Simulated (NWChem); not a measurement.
System: Mg

Results from NWChem. Pople sets run with spherical d functions. Ions are spin-unrestricted doublets at the neutral geometry; other ion states weren't tried.

For level PBE0/6-31+G*:

vertical ionisation energy, ΔSCF (eV): 7.57
−ε(HOMO) (eV): 5.44

Task: Estimate the same quantities for level B3LYP/6-31+G*.

Result: The vertical ionisation energy, ΔSCF (eV) is 7.75 and the −ε(HOMO) (eV) is 5.31.
